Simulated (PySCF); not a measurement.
GaCl₂, optimised at HF/6-31G*:

```xyz
3

Ga     0.0163    -0.0109     0.0165
Cl     0.9060     0.4257    -1.9095
Cl    -1.2644    -1.7536     0.1364
```

Energies from PySCF (xtb for GFN2), thermal terms from the rigid-rotor harmonic-oscillator model, ideal gas at 1 bar. 6-31G* has spherical d functions here. Open shells (unrestricted): GaCl₂ (multiplicity 2). GFN2 has no spin-polarisation term. B3LYP is the form with VWN-RPA correlation. Ga: all electrons, no relativistic terms. GaCl₂: computed as isolated molecules; such fragments, hydroxides, amides, oligomers or adducts are transient or little studied in the gas.

Task: List the harmonic frequencies (cm⁻¹, unscaled) at this level and at the other levels, each on its own geometry.

Result: 
- HF/6-31G*: 132, 388, 427
- B3LYP/6-31G*: 108, 339, 389
- GFN2-xTB: 81, 291, 313
- PBE/def2-SVP: 108, 348, 402
- PBE0/def2-TZVP: 116, 371, 420
